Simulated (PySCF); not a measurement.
TiCl4, SMILES [Cl][Ti]([Cl])([Cl])[Cl], multiplicity 1. Coordinates come from a B3LYP-D3(BJ)/def2-SVP optimisation. The multiplicity is an assumed one; other spin states were not compared. The isomer is the one that the SMILES or the coordinates give; other isomers of the formula were not compared.

Q: Give the equilibrium geometry at B3LYP-D3(BJ)/def2-SVP (PySCF confirms it by a frequency run) as bond lengths and angles, and its point group. (An estimate is asked for; the answer gives what the named calculation found.)

A: point group Td.
Atoms: Ti1 Cl2 Cl3 Cl4 Cl5. Bonded distances (Å): Ti1–Cl2 2.168, Ti1–Cl3 2.168, Ti1–Cl4 2.168, Ti1–Cl5 2.168. Angles (°): Cl2–Ti1–Cl3 109.5, Cl2–Ti1–Cl4 109.5, Cl2–Ti1–Cl5 109.5, Cl3–Ti1–Cl4 109.5, Cl3–Ti1–Cl5 109.5, Cl4–Ti1–Cl5 109.5.
